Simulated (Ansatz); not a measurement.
`N[Si](Cl)Cl` radical, relaxed with UKS PBE-D4/def2-SVP in the Gaussian-basis code of Ansatz from a rough embedded geometry. The force threshold is 0.03 eV/Å; the program also tests the step.

Charge 0, multiplicity 2.

Start:

```xyz
6

N     0.789   -0.478   -0.020
Si   -0.746    0.149   -0.189
Cl   -0.535    2.001   -0.945
Cl   -1.488    0.452    1.673
H     1.241   -0.646   -0.909
H     0.738   -1.478    0.390
```

```
step  energy (eV)  largest force (eV/Å)  largest move (Å)
   1  -34419.9497                 2.975             0.000
   2  -34420.2458                 1.195             0.183
   3  -34420.2903                 0.674             0.131
   4  -34420.3182                 0.256             0.047
   5  -34420.3268                 0.276             0.095
   6  -34420.3316                 0.042             0.064
   7  -34420.3323                 0.031             0.020
   8  -34420.3324                 0.006             0.010
```

End:

```xyz
6

N     0.717   -0.585   -0.088
Si   -0.832    0.199   -0.190
Cl   -0.471    2.079   -1.048
Cl   -1.517    0.373    1.784
H     1.306   -0.623   -0.925
H     0.798   -1.443    0.467
```

Run time 5.5 s (4 threads of a server CPU on a shared host); peak host memory 0.19 GiB.
